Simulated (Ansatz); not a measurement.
C4H9BO2 (SMILES C=CCB(O)OC), singlet, geometry from GFN2-xTB, with bond 14-13 at 1.4 times its length; CASSCF(4,3)/STO-3G in Ansatz (a program for electronic structure).

The Ansatz input:
Ansatz 0.2 input:
```yaml
crystal:
  periodic: [false, false, false]
  atoms:
    - {symbol: B, position_ang: [0.46301908, 0.07291379, 0.57680774]}
    - {symbol: C, position_ang: [-0.74512825, -0.42230899, -0.35991238]}
    - {symbol: C, position_ang: [-1.86232999, 0.56375091, -0.45683831]}
    - {symbol: C, position_ang: [-2.23066529, 1.17183391, -1.56905718]}
    - {symbol: H, position_ang: [-1.13487807, -1.35600917, 0.05907529]}
    - {symbol: H, position_ang: [-0.37575873, -0.65554333, -1.36133249]}
    - {symbol: H, position_ang: [-2.36220544, 0.78280727, 0.47635528]}
    - {symbol: H, position_ang: [-1.74247156, 0.97791612, -2.51088637]}
    - {symbol: H, position_ang: [-3.03341143, 1.88894278, -1.58980640]}
    - {symbol: O, position_ang: [0.29860090, 1.14921292, 1.37214678]}
    - {symbol: H, position_ang: [1.06934978, 1.36760958, 1.89787066]}
    - {symbol: O, position_ang: [1.67432058, -0.54948349, 0.63769323]}
    - {symbol: C, position_ang: [2.02219832, -1.68360590, -0.11532946]}
    - {symbol: H, position_ang: [2.06246813, -1.35429623, -1.60977385]}
    - {symbol: H, position_ang: [3.01413322, -1.99945884, 0.20988207]}
    - {symbol: H, position_ang: [1.31136379, -2.49830369, 0.04569688]}
basis:
  gaussian:
    orbitals: STO-3G
hamiltonian:
  xc: hf
magnetization: {spin_polarized: false}
correlation: {active_space: {window: {electrons: 4, orbitals: 3}}}
```

Output, abridged:

```
Functional definition: HF
621 factors; integrals over basis functions are off by at most 7.4e-5 eV
mean field evaluation 1: about -8892.4430 eV, gradient 2.9e1 eV
mean field evaluation 2: about -8892.7495 eV, gradient 2.9e1 eV
mean field evaluation 4: about -8895.6352 eV, gradient 1.9e0 eV
mean field evaluation 8: about -8895.6496 eV, gradient 4.0e-5 eV
mean field -8895.64962212 eV, -326.9090939249 hartree, gradient 1.0e-6 eV, S^2 0.000000; 0 other end points of the search recorded, 0 dependent functions left out
reference -8895.64962212 eV, -326.9090939249 hartree; 27, 27 occupied and 17, 17 virtual orbitals, 621 factors
state -8896.79133007 eV, -326.9510509183 hartree
Total energy: -8896.79133007 eV, -326.9510509183 hartree
```
